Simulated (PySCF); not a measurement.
## Bonding in `N#C[SiH2]O[SiH](O[SiH3])O[SiH3]`

CH₉NO₃Si₄.
Numbering: `[N:1]#[C:2][SiH2:3][O:4][SiH:5]([O:6][SiH3:7])[O:8][SiH3:9]` (hydrogens: H10, H11 on Si3; H12 on Si5; H13, H14, H15 on Si7; H16, H17, H18 on Si9)

Geometry (PBE0-D3(BJ)/def2-SVP, Å), atoms numbered from 1 in this order:
```
atom  x, y, z in Å
N1     1.1043   -0.7900   -2.1271
C2     1.4196   -1.1449   -1.0686
Si3    1.8320   -1.6332    0.6890
O4     0.7778   -0.8391    1.6711
Si5   -0.2732    0.4432    1.5316
O6     0.4781    1.6208    0.6771
Si7    0.4765    2.5075   -0.7372
O8    -1.6249   -0.0485    0.7512
Si9   -2.3251   -1.0328   -0.3943
H10    1.6466   -3.1004    0.7924
H11    3.2386   -1.2288    0.9311
H12   -0.6067    0.9023    2.8889
H13    1.8113    2.3788   -1.3827
H14    0.2258    3.9371   -0.3921
H15   -0.5954    2.0181   -1.6501
H16   -2.3158   -0.3544   -1.7198
H17   -1.5697   -2.3188   -0.4793
H18   -3.7268   -1.3066    0.0293
```

Bond orders from the PBE0/pcSseg-1 density (PySCF). Geometry: PBE0-D3(BJ)/def2-SVP, one conformer, isolated molecule.

**Question.** How far do the computed orders between heavy atoms stray from the drawn ones?

**Answer.** The largest departure is 0.209, at C2–Si3 (drawn single, 0.791). Drawn single, order below 0.88: C2–Si3 (0.791), O4–Si5 (0.866), O6–Si7 (0.854) and O8–Si9 (0.872).

**Question.** Set the Mayer orders of the bonds between heavy atoms beside their lengths.

**Answer.** 
```csv
bond,drawn as,length (Å),Mayer order
N1–C2,triple,1.160,2.866
C2–Si3,single,1.870,0.791
Si3–O4,single,1.645,0.967
O4–Si5,single,1.664,0.866
Si5–O6,single,1.637,0.946
O6–Si7,single,1.669,0.854
Si5–O8,single,1.636,0.950
O8–Si9,single,1.665,0.872
```

Bonds between the same two heavy elements. O–Si: lowest O6–Si7 (0.854, 1.669 Å), highest Si3–O4 (0.967, 1.645 Å); in 1 of the 15 pairs the longer bond (by over 0.003 Å) has the higher order (by 0.02 or more).

**Question.** And the bonds to hydrogen?

**Answer.** H–Si: 0.91 to 0.93 (9 bonds).

**Question.** Sum the orders of all bonds at each heavy atom with more than one neighbour and set the sums beside the valence in the SMILES.

**Answer.** C2 3.657 (drawn 4), Si3 3.612 (drawn 4), O4 1.833 (drawn 2), Si5 3.671 (drawn 4), O6 1.800 (drawn 2), Si7 3.643 (drawn 4), O8 1.822 (drawn 2), Si9 3.650 (drawn 4). Orders between atoms that aren't bonded are not in these sums.

Mayer orders depend on the basis set.

The run behind these numbers computed NMR shieldings as well. On one thread, Arm Neoverse N1 (aarch64), shared host with 64 logical CPUs at a one-minute load of 61, this took 99 s and 1.1 GiB of memory at its peak.
